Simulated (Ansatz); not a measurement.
AsH₄NO (`N[AsH]O`), relaxed with RKS PBE-D4/def2-SVP in the Gaussian-basis code of Ansatz from a rough embedded geometry. The force threshold is 0.03 eV/Å; the program also tests the step.

Charge 0, multiplicity 1.

Start:

```xyz
7

N    -0.810    0.240    0.645
As    0.940   -0.234    0.217
O     0.533   -0.150   -1.550
H    -1.434   -0.567    0.531
H    -0.829    0.452    1.722
H     1.406    1.272    0.263
H     0.195   -1.013   -1.827
```

(1) By how much does the energy fall, and how many steps does the optimiser take? (Best estimate.)

(2) Which bonds change most? (Best estimate.)

(3) Give the relaxed structure. (An estimate is asked.)

Results:

(1) The calculation gave: 11.83 kcal/mol, in 18 steps, 1 of them rejected.

(2) Computed: N1–H5 from 1.097 to 1.028 Å; As2–H6 from 1.577 to 1.541 Å; As2–O3 from 1.815 to 1.845 Å; O3–H7 from 0.967 to 0.977 Å.

(3) Ansatz gave: 
```xyz
7

N    -0.674    0.014    1.115
As    0.848   -0.437    0.157
O     0.489    0.058   -1.585
H    -1.400   -0.710    1.061
H    -1.092    0.923    0.878
H     1.508    0.925    0.444
H     0.322   -0.773   -2.071
```
